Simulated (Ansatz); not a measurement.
One change: `F[CH]([SiH3])[AlH][SH]` becomes `FC([SiH3])[SeH]`.

Ansatz, PBE0-D4/def2-TZVP geometries, multiplicity 1. Each molecule was computed in one conformer, which needn't be the lowest.

Scalar relativity is left out up to krypton.

| property | `F[CH]([SiH3])[AlH][SH]` |
| --- | --- |
| size of the dipole moment (B3LYP/def2-TZVPP) / D | 1.58 |
| LUMO energy (B3LYP/def2-TZVPP) / eV | -1.52 |
| size of the dipole moment (PBE/def2-TZVPP) / D | 1.40 |
| LUMO energy (ωB97M-V/def2-TZVPP) / eV | 0.30 |
| HOMO energy (PBE/def2-TZVPP) / eV | -6.54 |
| HOMO–LUMO gap (PBE0/def2-TZVPP) / eV | 6.50 |

**Question.** What does the change do to each property? (An estimate is asked.)

**Answer.** Ansatz gave: 
```json
{"property": "size of the dipole moment (B3LYP/def2-TZVPP) / D", "`FC([SiH3])[SeH]`": "1.35", "shift": "-0.23"}
{"property": "LUMO energy (B3LYP/def2-TZVPP) / eV", "`FC([SiH3])[SeH]`": "-0.69", "shift": "0.83"}
{"property": "size of the dipole moment (PBE/def2-TZVPP) / D", "`FC([SiH3])[SeH]`": "1.19", "shift": "-0.21"}
{"property": "LUMO energy (ωB97M-V/def2-TZVPP) / eV", "`FC([SiH3])[SeH]`": "1.34", "shift": "1.04"}
{"property": "HOMO energy (PBE/def2-TZVPP) / eV", "`FC([SiH3])[SeH]`": "-6.01", "shift": "0.53"}
{"property": "HOMO–LUMO gap (PBE0/def2-TZVPP) / eV", "`FC([SiH3])[SeH]`": "6.71", "shift": "0.21"}
```

With PBE0 the HOMO rises by 0.66 eV and the LUMO rises by 0.87 eV, so the gap widens by about 0.21 eV. PBE moves the HOMO by 0.53 eV and ωB97M-V by 0.66 eV. Dipoles are sizes alone; their direction can turn.

B3LYP here is the variant with VWN-RPA as its local correlation; programs differ in this.

Spin–orbit coupling is left out; it splits and shifts lone-pair levels of the heavy atoms by tenths of an eV.
